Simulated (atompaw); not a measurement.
Reading a pseudo-wave (silver)

Columns: radius, all-electron u(r) and pseudo u(r) of the 5s shell (level -3.99 eV) of silver in the configuration [Kr] 4d10 5s1 5p0; PBE, non-relativistic, PAW (atompaw) scheme, atompaw 4.2.0.5.

```json
{"r (bohr)": "0.115", "all-electron": "-0.0934", "pseudo": "0.0324"}
{"r (bohr)": "0.231", "all-electron": "0.1297", "pseudo": "0.0652"}
{"r (bohr)": "0.346", "all-electron": "0.1279", "pseudo": "0.0980"}
{"r (bohr)": "0.462", "all-electron": "-0.0322", "pseudo": "0.1313"}
{"r (bohr)": "0.577", "all-electron": "-0.1788", "pseudo": "0.1647"}
{"r (bohr)": "0.692", "all-electron": "-0.2495", "pseudo": "0.1985"}
{"r (bohr)": "0.808", "all-electron": "-0.2444", "pseudo": "0.2328"}
{"r (bohr)": "0.923", "all-electron": "-0.1855", "pseudo": "0.2670"}
{"r (bohr)": "1.038", "all-electron": "-0.0967", "pseudo": "0.3012"}
{"r (bohr)": "1.154", "all-electron": "0.0048", "pseudo": "0.3354"}
{"r (bohr)": "1.269", "all-electron": "0.1054", "pseudo": "0.3688"}
{"r (bohr)": "1.385", "all-electron": "0.2001", "pseudo": "0.4016"}
{"r (bohr)": "1.500", "all-electron": "0.2839", "pseudo": "0.4329"}
{"r (bohr)": "1.615", "all-electron": "0.3563", "pseudo": "0.4625"}
{"r (bohr)": "1.731", "all-electron": "0.4177", "pseudo": "0.4903"}
{"r (bohr)": "1.846", "all-electron": "0.4677", "pseudo": "0.5152"}
{"r (bohr)": "1.962", "all-electron": "0.5081", "pseudo": "0.5375"}
{"r (bohr)": "2.077", "all-electron": "0.5392", "pseudo": "0.5564"}
{"r (bohr)": "2.192", "all-electron": "0.5625", "pseudo": "0.5718"}
{"r (bohr)": "2.308", "all-electron": "0.5791", "pseudo": "0.5836"}
{"r (bohr)": "2.423", "all-electron": "0.5897", "pseudo": "0.5916"}
{"r (bohr)": "2.538", "all-electron": "0.5952", "pseudo": "0.5959"}
{"r (bohr)": "2.654", "all-electron": "0.5964", "pseudo": "0.5966"}
{"r (bohr)": "2.769", "all-electron": "0.5939", "pseudo": "0.5939"}
{"r (bohr)": "2.885", "all-electron": "0.5883", "pseudo": "0.5883"}
{"r (bohr)": "3.000", "all-electron": "0.5802", "pseudo": "0.5802"}
```

Problem. How many radial nodes do the two functions have?

Solution. The all-electron 5s function has n − l − 1 = 4 (the table is too coarse to show those close to the nucleus); the pseudo-wave has 0, since the states of the same l below it are removed with the core.

Problem. Where does each function peak?

Solution. Outermost all-electron maximum near 2.65 bohr, pseudo maximum near 2.65 bohr (to the table’s step).

Problem. Is the pseudo-wave norm-conserving?

Solution. No, it belongs to a PAW set: the norm inside the radius is not constrained, and the difference is carried by the augmentation charge.
